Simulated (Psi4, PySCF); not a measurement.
Intermolecular potential of H4Si ··· H4Ge (SMILES [SiH4] and [GeH4]), singlet. Monomers: optimised at B3LYP-D3(BJ) (def2-TZVP), held rigid. Orientation: a random orientation, not optimised. The monomers approach along the line of their centres of mass (distance R); nothing else relaxes.

Geometry at R = 4.30 Å (first 5 atoms: monomer A):
```
10

Si     0.0000     0.0000     0.0000
H     -0.2474    -1.0392    -1.0248
H     -0.7124     1.2423    -0.3749
H      1.4527     0.2713     0.0869
H     -0.4928    -0.4744     1.3128
Ge     1.2404     4.0746     0.5911
H      1.1097     5.1108     1.7172
H      2.2920     3.0251     0.9806
H      1.6738     4.7776    -0.7038
H     -0.1140     3.3847     0.3705
```

- RKS-M06-2X/6-31G* = restricted M06-2X/6-31G*, spherical d, no counterpoise correction in PySCF
- SAPT0/jun-cc-pVDZ, frozen core (Psi4)

Interaction energies in kJ/mol:

```csv
R / Å,RKS-M06-2X/6-31G*
3.71,23.43
3.88,11.50
4.06,4.66
4.30,0.57
4.48,-0.62
4.73,-1.23
5.03,-1.34
5.32,-1.23
5.77,-0.81
6.49,-0.23
7.47,-0.02
8.79,0.00
```

### Question
What does SAPT0/jun-cc-pVDZ give at the same points?

### Answer
3.71: 28.87; 3.88: 16.44; 4.06: 8.50; 4.30: 2.93; 4.48: 0.89; 4.73: -0.36; 5.03: -0.75; 5.32: -0.71; 5.77: -0.50; 6.49: -0.25; 7.47: -0.10; 8.79: -0.04 (kJ/mol).
